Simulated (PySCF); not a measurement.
C2H4GeN2, SMILES N#C/N=[CH]\[GeH3]. Heavy atoms are numbered as in [N:1]#[C:2]/[N:3]=[CH:4]\[GeH3:5]. Hydrogens are named by the atom that carries them.

The structure is a stationary point at B3LYP-D3(BJ)/def2-SVP. The structure was generated by enumeration; whether it is a known compound was not checked.

Computed with PySCF with PBE/pcSseg-1.

GIAO shieldings, no solvent; atoms alike by connectivity are averaged. δ = σ(ref) − σ: ¹⁵N against NH3 (σ = 267.0 ppm); ¹³C against TMS (σ = 182.0 ppm); ⁷³Ge against GeH4 (σ = 1614.4 ppm); ¹H against TMS (σ = 31.49 ppm), references at their B3LYP-D3(BJ)/def2-TZVP geometries, non-relativistic.

| atoms | nucleus | count | δ (ppm) |
|---|---|---|---|
| N3 | ¹⁵N | 1 | ? |
| N1 | ¹⁵N | 1 | 350.4 |
| C4 (CH) | ¹³C | 1 | ? |
| C2 | ¹³C | 1 | 122.0 |
| Ge5 (GeH3) | ⁷³Ge | 1 | 71.9 |
| H on C4 | ¹H | 1 | 9.89 |
| H on Ge5 | ¹H | 3 | ? |

Problem. Complete the blanks. (An estimate is asked for; the answer gives what the named calculation found.)

Solution. 
- C4 (CH), δ (ppm): 214.0
- N3, δ (ppm): 414.3
- H on Ge5, δ (ppm): 4.81
